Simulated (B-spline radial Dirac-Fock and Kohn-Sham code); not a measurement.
Dipole and non-dipole photoemission parameters of P⁴⁺ 2s

System: phosphorus as P⁴⁺, configuration [Ne] 3s1; threshold 245.6 eV (orbital energy of the model). Calculated with a radial B-spline solver, using Dirac-Hartree-Slater photoionisation with a Latter tail; cross sections with all multipoles, angular parameters from the dipole term and its interference with E2.

Input file task.json (cfg lists n, l and occupation; rrms is the nuclear radius in fm):

```json
{"items": [{
  "Z": 15,
  "q": 4,
  "cfg": [[1, 0, 2], [2, 0, 2], [2, 1, 6], [3, 0, 1]],
  "A": 31,
  "rrms": 3.1889,
  "do": "xps",
  "hv": [60, 60.7, 79.4, 80, 98.1, 100, 114.0, 139.0, 152.0, 158.0, 171.0, 249.0, 300, 338.0, 600, 667.0, 772.0, 832.0, 1200.0, 1240.0, 1253.6, 1290.0, 1680.0, 1810.0, 2984.4, 3070.0, 9251.7, 9770.0, 10500.0]
}]}
```

Run with: `python xray2_run.py task.json out`

For linearly polarised light dσ/dΩ = σ/(4π) [1 + β P₂(cos θ) + (δ + γ cos²θ) sin θ cos φ], with θ from the polarisation vector and φ the angle between the beam and the projection of the electron momentum on the plane normal to the polarisation.

```
hν (eV)  σ (kb)      β       γ
    300     299  2.000   0.108
    338     254  2.000   0.034
    600     100  2.000  -0.020
    667    82.6  2.000   0.002
    772    62.8  2.000   0.043
    832    54.4  2.000   0.067
   1200    25.8  2.000   0.222
   1240    24.1  2.000   0.238
 1253.6    23.5  2.000   0.244
   1290    22.1  2.000   0.258
   1680       ?      ?       ?
   1810    10.5  2.000   0.452
 2984.4    3.18  2.000   0.809
   3070    2.97  2.000   0.832
 9251.7   0.158  2.000   1.956
   9770   0.135  2.000   2.026
  10500   0.110  2.000   2.121
```

Problem. Give the values at 1680 eV.

Solution. σ = 12.4 kb, β = 2.000, γ = 0.405. For an s subshell δ is negligible.
